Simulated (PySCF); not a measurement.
Job for PySCF: R-HF/STO-3G on C5H12 (SMILES CCCCC).

```python
from pyscf import gto, scf, dft, mp
from pyscf.data.elements import chemcore

mol = gto.M(
    atom='''
    C    -2.40671915   -0.32968465    0.11478017
    C    -0.90826201   -0.59971116    0.01000226
    C    -0.10434092    0.65287579   -0.33590425
    C     1.39540132    0.41442420   -0.52476378
    C     2.12105211   -0.03597191    0.74180946
    H    -2.61830226    0.41125374    0.88970692
    H    -2.80314863    0.05740225   -0.82712183
    H    -2.96140311   -1.23678451    0.36202458
    H    -0.72558376   -1.36328793   -0.75386613
    H    -0.55190630   -1.02142622    0.95354898
    H    -0.25401146    1.40388677    0.44868422
    H    -0.51283259    1.08824252   -1.25391098
    H     1.85486957    1.33789760   -0.88885225
    H     1.54318355   -0.33026113   -1.31417818
    H     1.97790647    0.68542980    1.55061590
    H     3.19446833   -0.13093868    0.56774273
    H     1.75962884   -1.00334648    1.09417845
    ''',
    basis='sto-3g',
    charge=0, spin=0, verbose=3, max_memory=1800)
mf = scf.RHF(mol)
mf.conv_tol = 1e-8
mf.max_cycle = 100
mf.kernel()
if not mf.converged:
    mf = mf.newton().run(mf.mo_coeff, mf.mo_occ)
```

The log:

```
converged SCF energy = -194.044119676734
```

The run converged.

Cost: about 0.3 core-seconds (a rough figure).
